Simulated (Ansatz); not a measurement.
A run for Ansatz (a first-principles code): U-BHLYP/def2-TZVPP on H2O2Os (SMILES [OH][Os][OH]), 2S+1 = 3, a spin state set in the input, which need not be the lowest. Elements past Kr take the def2 small-core potentials; no spin–orbit coupling.

Ansatz 0.2 input:
```yaml
crystal:
  periodic: [false, false, false]
  atoms:
    - {symbol: Os, position_ang: [0.09175983, -0.28563301, 0.05491450]}
    - {symbol: O, position_ang: [1.50282680, -0.05542310, -1.12072864]}
    - {symbol: H, position_ang: [1.67864372, 0.74375354, -1.63247808]}
    - {symbol: O, position_ang: [-1.32572850, -0.51686855, 1.22252785]}
    - {symbol: H, position_ang: [-2.00127300, 0.14401768, 1.41855015]}
basis:
  gaussian:
    orbitals: def2-TZVPP
hamiltonian:
  xc: {name: BHLYP}
magnetization: {spin_polarized: true, initial_magnetization: 2}
```

It printed:

```
WARN ansatz: RAYON_NUM_THREADS=1 ignored (pool sized by the plan → 1); use --threads N
Functional definition: BHLYP
integrals: 0.05 GiB planned
956 factors; their error is unknown
mean field: 0.65 GiB planned
mean field evaluation 1: about -6583.9274 eV, gradient 4.1e1 eV
mean field evaluation 2: about -6574.6424 eV, gradient 6.6e1 eV
mean field evaluation 4: about -6589.2428 eV, gradient 2.4e0 eV
mean field evaluation 8: about -6589.2885 eV, gradient 1.5e-1 eV
mean field evaluation 16: about -6589.3449 eV, gradient 5.1e-2 eV
mean field evaluation 32: about -6589.3621 eV, gradient 1.5e-5 eV
mean field -6589.36208873 eV, -242.1545903308 hartree, gradient 7.2e-6 eV, S^2 2.011395; 6 other end points of the search recorded, 0 dependent functions left out
reference -6589.36223479 eV, -242.1545956985 hartree; 18, 16 occupied and 128, 130 virtual orbitals, 956 factors
Total energy: -6589.36223479 eV, -242.1545956985 hartree
```

Self-consistency was reached.

Cost: about 19 core-seconds (a rough figure).
